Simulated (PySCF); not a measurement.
Sb: electron affinity

Sb⁻ [Kr] 4d10 5s2 5p4 (3P) → Sb [Kr] 4d10 5s2 5p3 (4S), as a difference of total energies. Calculation: PySCF 2.14, in aug-cc-pVTZ-PP with ECP28MDF (6s5p4d2f, 55 functions); scalar relativity through the core potential. Correlated levels: valence: 4s2 4p6 4d10 frozen. The calculations carry no spin-orbit coupling.

```csv
method,electron affinity (eV)
UHF,-0.061
MP2 (valence),0.598
SCS-MP2 (valence),0.652
CCSD (valence),0.704
CCSD(T) (valence),0.757
```

The reference lies between the lowest fine-structure levels, while these numbers refer to the centres of the terms.

Errors of the correlated levels include the incompleteness of this basis and the frozen core.

A negative affinity means that the anion lies above the atom at that level of theory.

For comparison: 1.047 eV (measured; photodetachment measurements, as compiled on the Wikipedia data page of electron affinities).
